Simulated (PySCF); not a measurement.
B2HO2, SMILES [OH+]=BB=O, charge +1. Heavy atoms are numbered as in [O:1]=[B:2][B:3]=[OH+:4]. Hydrogens are named by the atom that carries them.

Coordinates come from a ωB97X-D3(BJ)/def2-TZVP optimisation. The isomer is the one that the SMILES or the coordinates give; other isomers of the formula were not compared. The values are those of a single conformer.

Calculation: PBE/pcSseg-2 (PySCF).

GIAO shieldings, no solvent; atoms alike by connectivity are averaged. δ = σ(ref) − σ: ¹⁷O against H2O (σ = 327.5 ppm); ¹¹B against BF3 (σ = 83.1 ppm); ¹H against TMS (σ = 31.47 ppm), references at their B3LYP-D3(BJ)/def2-TZVP geometries, non-relativistic.

```
nucleus    atoms  count  δ (ppm)
-------  -------  -----  -------
¹⁷O           O1      1    448.0
¹⁷O      O4 (OH)      1    124.8
¹¹B           B2      1     -5.2
¹¹B           B3      1    -13.2
¹H       H on O4      1     7.45
```
